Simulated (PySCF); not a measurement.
W(O)(NH)(OH)(NH2) (H4N2O2W), SMILES [NH]=[W]([NH2])(=[O])[OH], multiplicity 1. The structure is a stationary point at PBE-D3(BJ)/def2-SVP. The spin state was assumed, not searched. The structure was generated by enumeration; whether it is a known compound was not checked. The def2 effective core potentials stand for the cores of W; spin–orbit coupling is left out. Other conformers were not sampled.

Computed equilibrium geometry at PBE-D3(BJ)/def2-SVP (PySCF confirms it by a frequency run) as a Z-matrix (one conformer of several):
```
W
O 1 1.7324
N 1 1.7780 2 113.05
H 3 1.0264 1 144.64 2 -1.69
O 1 1.9193 2 108.66 3 -121.79
H 5 0.9737 1 122.39 2 137.36
N 1 1.9586 2 108.78 3 116.38
H 7 1.0232 1 125.24 2 -134.60
H 7 1.0252 8 110.93 1 -169.75
```
